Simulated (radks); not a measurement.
Question: Ionisation ladder of nickel, from Ni22+ to Ni27+. Each ion is in the ground configuration listed by NIST, and IE = E(next ion) - E(this ion), with E = 0 for the bare nucleus. Method: Dirac Kohn-Sham, PBE, spin-unpolarised, spherical densities, point nucleus; open shells are shared between the two j in proportion to 2j + 1; computed with a radial shooting solver on a logarithmic mesh with Libxc functionals.

species  configuration  IE, Delta-SCF (eV)  <r> HOMO (bohr)
Ni22+     [He] 2s2 2p2                   ?            0.198
Ni23+     [He] 2s2 2p1              2115.1            0.195
Ni24+         [He] 2s2              2300.3            0.223
Ni25+         [He] 2s1              2396.1            0.221
Ni26+             [He]                   ?           0.0536
Ni27+              1s1                   ?           0.0530

Estimate the withheld Delta-SCF values.

Answer: Ni22+: 1998.0 eV (NIST 2008); Ni26+: 10336.6 eV (NIST 10288.9); Ni27+: 10736.2 eV (NIST 10775.4).

Beside tabulated values, note that spin-unpolarised runs miss the spin-polarisation part of the exchange energy of open shells.
